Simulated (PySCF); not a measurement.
Compound: C6H11OPS.
Numbering: `[CH3:1][C:2](=[O:3])[P:4]1[CH2:5][CH2:6][S:7][CH2:8][CH2:9]1` (hydrogens: H10, H11, H12 on C1; H13, H14 on C5; H15, H16 on C6; H17, H18 on C8; H19, H20 on C9)

The same species was optimised twice, with GFN2-xTB and with PBE0-D3(BJ)/def2-SVP (PySCF), and the same property calculations (PySCF, gas phase) were run on both structures.

```tsv
coordinate	GFN2-xTB	PBE0-D3(BJ)/def2-SVP	change
C2–P4 (Å)	1.862	1.869	+0.007
C6–S7 (Å)	1.821	1.815	-0.006
P4–C9 (Å)	1.859	1.853	-0.006
P4–C5 (Å)	1.870	1.864	-0.006
C1–C2 (Å)	1.502	1.507	+0.005
S7–C8 (Å)	1.822	1.817	-0.005
C5–C6 (Å)	1.521	1.525	+0.004
C2=O3 (Å)	1.204	1.208	+0.004
C8–C9 (Å)	1.519	1.522	+0.003
C5–P4–C9 (°)	97.7	100.4	+2.7
C2–P4–C5 (°)	98.2	100.9	+2.7
C1–C2–P4 (°)	115.2	116.9	+1.7
S7–C8–C9 (°)	112.2	113.9	+1.7
C1–C2–O3 (°)	124.3	122.7	-1.6
C5–C6–S7 (°)	112.2	113.7	+1.5
C2–P4–C9 (°)	97.4	98.8	+1.4
C6–S7–C8 (°)	99.0	99.8	+0.8
C1–C2–P4–C5 (°)	-60	-53	+7
```

Rotational constants: A = 2350, B = 761.0, C = 647.9 MHz (GFN2-xTB) against A = 2338, B = 748.8, C = 632.7 MHz (PBE0-D3(BJ)/def2-SVP). Point groups within 0.08 Å: C1 and C1.

On the GFN2-xTB structure: HOMO (eV) -6.53 [PBE0/pcSseg-1]; LUMO (eV) -0.91 [PBE0/pcSseg-1]; dipole (D) 2.40 [PBE0/pcSseg-1]; GIAO shielding of C1 (ppm) 153.9 [PBE0/pcSseg-1]; GIAO shielding of C2 (ppm) -42.5 [PBE0/pcSseg-1]; GIAO shielding of O3 (ppm) -397.5 [PBE0/pcSseg-1]; GIAO shielding of P4 (ppm) 341.0 [PBE0/pcSseg-1]; GIAO shielding of C5/C9 (mean) (ppm) 156.2 [PBE0/pcSseg-1]; GIAO shielding of C6/C8 (mean) (ppm) 152.2 [PBE0/pcSseg-1]; GIAO shielding of S7 (ppm) 478.0 [PBE0/pcSseg-1].

Q: What do these properties become on the PBE0-D3(BJ)/def2-SVP structure?

A: 
```csv
property,level,on GFN2-xTB,on PBE0-D3(BJ)/def2-SVP,change
HOMO (eV),PBE0/pcSseg-1,-6.53,-6.60,-0.07
LUMO (eV),PBE0/pcSseg-1,-0.91,-0.90,+0.01
dipole (D),PBE0/pcSseg-1,2.40,2.37,-0.03
"energy, GFN2-xTB geometry as zero (kcal/mol)",PBE0/pcSseg-1,0.0,-1.3,-1.3
GIAO shielding of C1 (ppm),PBE0/pcSseg-1,153.9,151.8,-2.1
GIAO shielding of C2 (ppm),PBE0/pcSseg-1,-42.5,-43.1,-0.6
GIAO shielding of O3 (ppm),PBE0/pcSseg-1,-397.5,-401.1,-3.6
GIAO shielding of P4 (ppm),PBE0/pcSseg-1,341.0,337.0,-4.0
GIAO shielding of C5/C9 (mean) (ppm),PBE0/pcSseg-1,156.2,157.9,+1.7
GIAO shielding of C6/C8 (mean) (ppm),PBE0/pcSseg-1,152.2,152.2,0.0
GIAO shielding of S7 (ppm),PBE0/pcSseg-1,478.0,495.2,+17.2
```

The heavy atoms differ by 0.057 Å rms after alignment. Among bonds between heavy atoms C2–P4, P4–C5, P4–C9 and C6–S7 change most and about equally (-0.006 to +0.007 Å). Changes are differences of the printed values. Neither structure is proved a minimum here.
